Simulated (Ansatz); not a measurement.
Relaxation of Sb3⁺ with RKS PBE-D4/def2-SVP.

```sh
$ ansatz run in.yaml --threads 4 --pin off --events-out ev --progress --plain --max-ram 3916MiB
```

```yaml
crystal:
  periodic: [false, false, false]
  atoms:
    - {symbol: Sb, position_ang: [-1.392520, 0.031500, 0.789670]}
    - {symbol: Sb, position_ang: [0.527960, -1.371500, -0.635890]}
    - {symbol: Sb, position_ang: [0.864560, 1.340000, -0.153780]}
basis:
  gaussian: {orbitals: def2-SVP}
total_charge: 1
hamiltonian: {xc: pbe, dispersion: d4}
scf: {omitted_lower_state_checks: [starts]}
output: {orbitals: {seedname: orbitals}}
relax: {f_tol: 0.02, max_steps: 100}
```

Hardware: 4 threads of Arm Neoverse V1 on a shared host. Wall time 2.6 s.

Positions (Å) and forces (eV/Å) at steps 1, 2, 3 of 3:

```xyz
3
step=1 energy=-19607.6371 eV
Sb   -1.393    0.032    0.790    0.138    0.003   -0.077
Sb    0.528   -1.371   -0.636   -0.047    0.140    0.061
Sb    0.865    1.340   -0.154   -0.091   -0.143    0.016
3
step=2 energy=-19607.6357 eV rejected
Sb   -1.380    0.032    0.783   -0.195   -0.003    0.109
Sb    0.524   -1.358   -0.631    0.067   -0.198   -0.087
Sb    0.856    1.326   -0.152    0.128    0.201   -0.022
3
step=3 energy=-19607.6387 eV
Sb   -1.387    0.032    0.787   -0.002    0.000    0.001
Sb    0.526   -1.366   -0.634    0.000   -0.003   -0.001
Sb    0.861    1.334   -0.153    0.002    0.003    0.000
```

In the def2 sets Sb takes a core potential; there is no spin–orbit coupling. The structure comes from a short search, and lower isomers may exist.
